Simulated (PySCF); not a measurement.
# Where the electron goes

Compound: C5H10N2OSi.
SMILES with atom numbers: `[CH3:1][O:2][C@:3]1([C:4]#[N:5])[CH2:6][CH2:7][NH:8][SiH2:9]1` (hydrogens: H10, H11, H12 on C1; H13, H14 on C6; H15, H16 on C7; H17 on N8; H18, H19 on Si9)

Computed with PySCF, TDDFT PBE0/def2-SVPD, vertical, gas phase, core orbitals frozen in the response. Geometry: PBE0-D3(BJ)/def2-SVP, one conformer, isolated molecule.

Kohn–Sham orbitals with the atoms that hold most of them (Löwdin shares over 4%, at most four atoms; ? is withheld):

```tsv
orbital	ε (eV)	atoms
HOMO-3	-9.54	N5 37%, C4 28%, O2 12%, C3 4%
HOMO-2	-8.56	O2 31%, N5 15%, C3 13%, C4 11%
HOMO-1	-8.16	?
HOMO	?	N8 53%, C7 11%, Si9 10%, H15 5%
LUMO	0.02	?
LUMO+1	0.17	N5 16%, Si9 14%, C4 13%, H17 8%
LUMO+2	0.36	Si9 12%, C4 11%, N5 10%, C6 8%
```

(1) Give the leading atoms of the HOMO-1.

(2) Give the leading atoms of the LUMO.

(3) What is the HOMO energy, and the HOMO–LUMO gap?

## Answers

(1) O2 (bonded to 2 C) 38%; C3 (bonded to 2 C, O and Si) 12%; C6 (bonded to 2 C and 2 H) 10%; C1 (bonded to O and 3 H) 8%. By element: oxygen 38%, carbon 29% or more.

(2) Si9 (bonded to C, N and 2 H) 34%; H19 (bonded to Si) 12%; C4 (bonded to C and N) 10%; H18 (bonded to Si) 8%. By element: silicon 34%, hydrogen 20% or more, carbon 10% or more.

(3) ε(HOMO) = -7.06 eV; the gap is 7.08 eV (0.2603 hartree).

Q: The HOMO–LUMO gap is 7.08 eV. Where does the response calculation put the lowest singlet, and from which orbitals?

A: S1 is at 5.73 eV (f = 0.0046), 1.35 eV below the gap, made of HOMO→LUMO (82%), HOMO→LUMO+1 (16%). 

Q: Give energy, strength and leading configuration of S1 and S2, and follow the Löwdin shares of the leading atoms from the occupied to the empty orbital.

A: 
- S1 (5.73 eV, f 0.0046), HOMO→LUMO (82%): N8 53% → at most 8%, C7 11% → at most 8%, Si9 10% → 34%, H19 at most 6% → 12%
- S2 (6.03 eV, f 0.0047), HOMO→LUMO+1 (73%): N8 53% → at most 8%, C7 11% → at most 8%, N5 at most 6% → 16%, Si9 10% → 14%

On an Intel Xeon at 2.50 GHz with one thread, shared host, this took 9.6 min wall and 1.1 GiB of memory at its peak.
